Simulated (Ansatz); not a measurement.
Molecule: sum formula TaOBr, net charge 0, triplet state. The spin state was set by rule; other spins were not relaxed. SMILES: [O]=[Ta][Br]
Geometry: optimised at B3LYP-D3(BJ)/def2-TZVP (Ansatz, a program for electronic structure).

Wanted: vertical ionisation energy (to the doublet state of charge +1; each state is the SCF solution reached for its spin), in eV. Valence correlation only, unless marked. Open shells are spin-unrestricted. No spin-orbit coupling. Frozen are the shells of the preceding noble gas and the d and f shells that filled before the atom's block. Past Kr the def2 sets carry scalar-relativistic core potentials. Basis-set limits of correlation are two-point, X^-3; Hartree-Fock from the larger set. [CCSD(T)-MP2]/basis is that difference in the basis named.

```csv
level,program,vertical ionisation energy (eV)
r2SCAN/def2-TZVPD,Ansatz,8.00
B3LYP/def2-TZVPD,Ansatz,…
BHLYP/def2-TZVPD,Ansatz,8.12
wB97M-V/def2-TZVPD,Ansatz,…
wB97X-V/def2-TZVPD,Ansatz,8.01
CCSD/def2-TZVPPD,Ansatz,7.92
"RI-MP2/CBS(def2-TZVPPD,def2-QZVPPD)+[CCSD(T)-MP2]/def2-TZVPPD",Ansatz,…
```

Question: Fill in the missing entries.

Answer: 
- B3LYP/def2-TZVPD, vertical ionisation energy (eV): 8.02
- wB97M-V/def2-TZVPD, vertical ionisation energy (eV): 8.04
- RI-MP2/CBS(def2-TZVPPD,def2-QZVPPD)+[CCSD(T)-MP2]/def2-TZVPPD, vertical ionisation energy (eV): 7.86
